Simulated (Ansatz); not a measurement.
An input meant for dimethylphenylsulfonium chloride, `C[S+](C)c1ccccc1.[Cl-]` (charge 0, singlet; atoms displaced at random, 0.03 Å in each coordinate).

```yaml
crystal:
  periodic: [false, false, false]
  atoms:
    - {symbol: C, position_ang: [2.059536, 0.556410, 1.092633]}
    - {symbol: S, position_ang: [1.467631, -0.735167, 0.026252]}
    - {symbol: C, position_ang: [1.711287, -0.149765, -1.681478]}
    - {symbol: C, position_ang: [-0.318979, -0.261863, 0.146098]}
    - {symbol: C, position_ang: [-1.160685, -1.364213, 0.498914]}
    - {symbol: C, position_ang: [-2.573566, -1.147579, 0.620068]}
    - {symbol: C, position_ang: [-3.127131, 0.148256, 0.295940]}
    - {symbol: C, position_ang: [-2.279370, 1.173410, -0.057175]}
    - {symbol: C, position_ang: [-0.904910, 0.997631, -0.189761]}
    - {symbol: H, position_ang: [1.850897, 0.330559, 2.061136]}
    - {symbol: H, position_ang: [3.187932, 0.602966, 0.892625]}
    - {symbol: H, position_ang: [1.594043, 1.570447, 0.805276]}
    - {symbol: H, position_ang: [2.823789, -0.214554, -1.757262]}
    - {symbol: H, position_ang: [1.200839, -0.786899, -2.294824]}
    - {symbol: H, position_ang: [1.421782, 0.884301, -1.788658]}
    - {symbol: H, position_ang: [-0.728628, -2.278384, 0.751945]}
    - {symbol: H, position_ang: [-3.214068, -1.904656, 0.872650]}
    - {symbol: H, position_ang: [-4.218454, 0.295457, 0.447572]}
    - {symbol: H, position_ang: [-2.685645, 2.163668, -0.282700]}
    - {symbol: H, position_ang: [-0.263796, 1.830370, -0.520191]}
    - {symbol: Cl, position_ang: [4.081727, -1.465949, -0.068648]}
basis:
  gaussian: {orbitals: def2-SVPD}
magnetization: {spin_polarized: true, initial_magnetization: 3}
hamiltonian: {xc: {name: PBEsol}, dispersion: d3bjatm, pseudopotentials: {relativity: scalar}}
output: {forces: true}
```

```sh
$ ansatz run in.yaml --threads 4 --pin off --events-out ev --progress --plain --max-ram 6963MiB
```

Shortened log:

```
Error: a molecule whose nuclei and cores have a total charge of 92 cannot have a net charge of 0 together with 3 unpaired electrons
```

**Question.** What is wrong with this run?

**Answer.** The number of unpaired electrons doesn't fit the electron count. The input was rejected before any iteration.
